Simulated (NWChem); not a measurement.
# BNH$_{3}$OCl; SMILES NB(O)Cl

```xyz
7

B     -0.0256     0.4584     0.0000
Cl    -0.0350    -1.3354     0.0000
O     -1.2005     1.1404     0.0000
H     -1.9648     0.5580     0.0000
N      1.1974     1.1325     0.0000
H      1.2439     2.1422     0.0000
H      2.0877     0.6588     0.0000
```
Atoms are numbered in this order, from 1.

Geometry: optimised at PBE0/def2-SVP.

### Question
Give the principal values of the shielding tensors (ppm) of B1, Cl2, O3, N5 from PBE0/pcSseg-1, GIAO (NWChem), with their diamagnetic and paramagnetic parts as GIAO splits them.

### Answer
| atom | σ11 | σ22 | σ33 | isotropic | diamagnetic | paramagnetic |
|---|---|---|---|---|---|---|
| B1 | 51.3 | 85.5 | 88.7 | 75.1 | 195.8 | -120.7 |
| Cl2 | 766.9 | 864.2 | 1042.8 | 891.3 | 1148.4 | -257.1 |
| O3 | 131.4 | 251.2 | 258.8 | 213.8 | 388.5 | -174.7 |
| N5 | 139.3 | 198.7 | 246.8 | 194.9 | 318.3 | -123.4 |
